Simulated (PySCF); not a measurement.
System: C₄H₉O₂, charge 0, multiplicity 2. It need not be the lowest isomer of its formula. 
Structure (B3LYP-D3(BJ)/def2-TZVP (Ansatz) minimum search):
```xyz
15

C      0.1618    -1.8753    -0.0585
C     -0.2153    -0.4181     0.0603
O      0.9165     0.3591     0.4921
C      1.0960     0.4591     1.8289
O     -0.6117     0.0450    -1.1813
C     -1.1338     1.3666    -1.1734
H      0.5268    -2.2430     0.9001
H     -0.7048    -2.4620    -0.3627
H      0.9475    -1.9845    -0.8058
H     -1.0141    -0.2624     0.8035
H      0.2316     0.3574     2.4762
H      1.9485     1.0554     2.1144
H     -1.9789     1.4470    -0.4795
H     -1.4785     1.5725    -2.1843
H     -0.3684     2.0923    -0.8919
```
Charge 0, spin multiplicity 2.

Dispersion corrections to the total energy (kcal/mol) from the dftd3 and dftd4 libraries through PySCF: D3(BJ) without and D4 with the three-body term, each with the damping fitted for the functional named.

```tsv
functional	D3(BJ)	D4
TPSS	-7.95	-8.47
B2PLYP	-4.74	-4.41
PW6B95	-2.95	-5.27
PBE	-6.45	…
HSE06	-4.01	-4.87
revPBE	…	-21.83
LC-wPBE	-5.77	…
```

Q: Complete the blanks.

A: 
- PBE, D4: -6.28
- revPBE, D3(BJ): -16.53
- LC-wPBE, D4: -6.87
